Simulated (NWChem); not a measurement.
CdN$_{2}$H$_{4}$; SMILES [NH2][Cd][NH2]

```xyz
7

Cd     0.0000     0.0000     0.0219
N     -2.0153    -0.0477    -0.1317
H     -2.4070     0.8764    -0.3637
H     -2.4551    -0.3156     0.7599
N      2.0153     0.0477    -0.1317
H      2.4070    -0.8764    -0.3637
H      2.4551     0.3156     0.7599
```
Atoms are numbered in this order, from 1.

Results from NWChem. The geometry was optimised at PBE-D3(BJ)/def2-SVP. def2 effective core potentials on Cd; no spin-orbit coupling. B3LYP is NWChem's, with the RPA form of VWN correlation. Vertical excitations in the gas phase; the lowest state need not have the same character in each row.

Question: Among these, which level gives the lowest value of “lowest excitation, singlet (eV)”?
A) B3LYP/def2-SVP, TDA
B) Hartree-Fock/def2-SVP, CIS
C) PBE0/def2-SVP, TDA
D) PBE/def2-SVP, TDA

Answer: D, PBE/def2-SVP, TDA. Values: PBE/def2-SVP, TDA 4.35; B3LYP/def2-SVP, TDA 4.67; PBE0/def2-SVP, TDA 4.91; Hartree-Fock/def2-SVP, CIS 5.95
